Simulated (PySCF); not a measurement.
C₃H₉AsSi₂.
Geometry (PBE0-D3(BJ)/def2-SVP, Å), atoms numbered from 1 in this order:
```
atom  x, y, z in Å
C1    -2.143    1.937   -0.669
C2    -1.939    0.745   -0.526
Si3   -1.610   -1.044   -0.273
As4   -0.175   -1.243    1.595
Si5    1.756   -0.573    0.381
C6     1.743    1.294    0.178
H7    -2.327    2.989   -0.796
H8    -1.027   -1.598   -1.532
H9    -2.903   -1.734    0.012
H10    0.069   -2.724    1.310
H11    2.942   -1.010    1.183
H12    1.822   -1.249   -0.953
H13    2.652    1.631   -0.344
H14    1.704    1.789    1.161
H15    0.865    1.615   -0.402
```

Theory: TDDFT B3LYP/def2-SVPD, vertical, gas phase, core orbitals frozen in the response (PySCF 2.14.0, density-fitted response routines). The B3LYP/def2-SVPD calculation is non-relativistic and has no spin–orbit coupling, an omission that weighs most on arsenic.

Frontier orbitals with the atoms that hold most of them (Löwdin shares over 4%, at most four atoms; ? is withheld):

```csv
orbital,ε (eV),atoms
LUMO+2,-0.30,"As4 31%, Si3 13%, H10 13%, Si5 12%"
LUMO+1,-0.52,"C1 26%, C2 24%, Si3 19%, H7 6%"
LUMO,-0.73,"C1 22%, C2 22%, As4 18%, Si3 17%"
HOMO,?,?
HOMO-1,-7.67,?
HOMO-2,-8.09,"C2 40%, C1 40%, Si3 7%"
HOMO-3,-8.45,"C2 21%, As4 20%, C1 19%, Si5 11%"
```

**Question.** Which atoms hold the HOMO, and with what shares?

**Answer.** As4 (bonded to 2 Si and H) 59%; Si5 (bonded to As, C and 2 H) 12%; Si3 (bonded to As, C and 2 H) 11%; H10 (bonded to As) 5%. By element: arsenic 59%, silicon 22%, hydrogen 5% or more.

**Question.** Which atoms hold the HOMO-1, and with what shares?

**Answer.** As4 (bonded to 2 Si and H) 26%; C1 (bonded to C and H) 16%; C2 (bonded to C and Si) 16%; Si3 (bonded to As, C and 2 H) 12%. By element: carbon 32% or more, arsenic 26%, silicon 12% or more.

**Question.** What is the HOMO energy, and the HOMO–LUMO gap?

**Answer.** ε(HOMO) = -7.05 eV; the gap is 6.31 eV (0.2320 hartree).

**Question.** The HOMO–LUMO gap is 6.31 eV. Where does the response calculation put the lowest singlet, and from which orbitals?

**Answer.** S1 is at 5.52 eV (f = 0.049), 0.80 eV below the gap, made of HOMO→LUMO (93%). Without the coupling terms of the response equations the lowest excitation would equal the gap.

**Question.** One configuration dominates each of S1 and S2. Which, and how do the shares of the two leading atoms of either orbital change from the occupied to the empty one?

**Answer.** 
- S1 (5.52 eV, f 0.049), HOMO→LUMO (93%): As4 59% → 18%, Si5 12% → at most 17%, C1 at most 5% → 22%, C2 at most 5% → 22%
- S2 (5.62 eV, f 0.0010), HOMO→LUMO+1 (81%): As4 59% → at most 6%, Si5 12% → at most 6%, C1 at most 5% → 26%, C2 at most 5% → 24%

Löwdin shares depend on the basis, the more so with diffuse functions.

On one thread of an x86-64 server, shared host, this took 4.6 min wall.

One conformer stands for the species.
